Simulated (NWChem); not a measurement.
System meant: SiH4TeSe; SMILES [SiH3][Te][SeH]

Here is an NWChem input.

```
start job
memory heap 200 mb stack 900 mb global 1100 mb
geometry units angstroms noautoz
  Te     0.781283     0.628949     0.000254
  Se    -0.224237    -1.735405     0.105931
  H     -0.324173    -1.916320    -1.368610
  Si    -1.499123     1.721298    -0.016862
  H     -2.269649     1.340868     1.214744
  H     -2.264793     1.307459    -1.241891
  H     -1.271689     3.210385    -0.040324
end
basis spherical
  Te library def2-svp
  Se library def2-svp
  H library def2-svp
  Si library def2-svp
end
ecp
  Te library def2-ecp
end
dft
  odft
  mult 2
  xc b3lyp
  iterations 150
  mulliken
end
task dft energy
```

End of the output:

```
 ==============================================================================
                                 internuclear angles
 ------------------------------------------------------------------------------
        center 1       |       center 2       |       center 3       |  degrees
 ------------------------------------------------------------------------------
    2 Se               |   1 Te               |   4 Si               |    92.57
    1 Te               |   2 Se               |   3 H                |    95.58
    1 Te               |   4 Si               |   5 H                |   110.35
    1 Te               |   4 Si               |   6 H                |   110.25
    1 Te               |   4 Si               |   7 H                |   106.92
    5 H                |   4 Si               |   6 H                |   109.72
    5 H                |   4 Si               |   7 H                |   109.91
    6 H                |   4 Si               |   7 H                |   109.66
 ------------------------------------------------------------------------------
                            number of included internuclear angles:          8
 ==============================================================================

 Summary of "ao basis" -> "" (spherical)
 ------------------------------------------------------------------------------
       Tag                 Description            Shells   Functions and Types
 ---------------- ------------------------------  ------  ---------------------
 Te                         def2-svp                10       26   4s4p2d
 Se                         def2-svp                12       32   5s4p3d
 H                          def2-svp                 3        5   2s1p
 Si                         def2-svp                 8       18   4s3p1d

                                 NWChem DFT Module
                                 -----------------

 Summary of "ao basis" -> "ao basis" (spherical)
 ------------------------------------------------------------------------------
       Tag                 Description            Shells   Functions and Types
 ---------------- ------------------------------  ------  ---------------------
 Te                         def2-svp                10       26   4s4p2d
 Se                         def2-svp                12       32   5s4p3d
 H                          def2-svp                 3        5   2s1p
 Si                         def2-svp                 8       18   4s3p1d

  number of electrons :                   76
  multiplicity        :                    2
 ------------------------------------------------------------------------
  no. of electrons and multiplicity not compatible                  76
 ------------------------------------------------------------------------
 ------------------------------------------------------------------------
  current input line :
    28: task dft energy
 ------------------------------------------------------------------------
 ------------------------------------------------------------------------
 There is an error in the input file
 ------------------------------------------------------------------------
 For more information see the NWChem manual at https://nwchemgit.github.io

0: no. of electrons and multiplicity not compatible:Received an Error in Communication
```

Task: Find the fault in this run and fix the input.

Result: The input was rejected before any calculation. Cause: the multiplicity doesn't fit the number of electrons (an even count wants an odd multiplicity, and the reverse). This input runs:
```
start job
memory heap 200 mb stack 900 mb global 1100 mb
geometry units angstroms noautoz
  Te     0.781283     0.628949     0.000254
  Se    -0.224237    -1.735405     0.105931
  H     -0.324173    -1.916320    -1.368610
  Si    -1.499123     1.721298    -0.016862
  H     -2.269649     1.340868     1.214744
  H     -2.264793     1.307459    -1.241891
  H     -1.271689     3.210385    -0.040324
end
basis spherical
  * library def2-svp
end
ecp
  Te library def2-ecp
end
dft
  xc b3lyp
  iterations 150
  mulliken
end
task dft energy
```
It converges to -2961.25394 Ha (B3LYP/def2-SVP with def2 effective core potentials on Te).
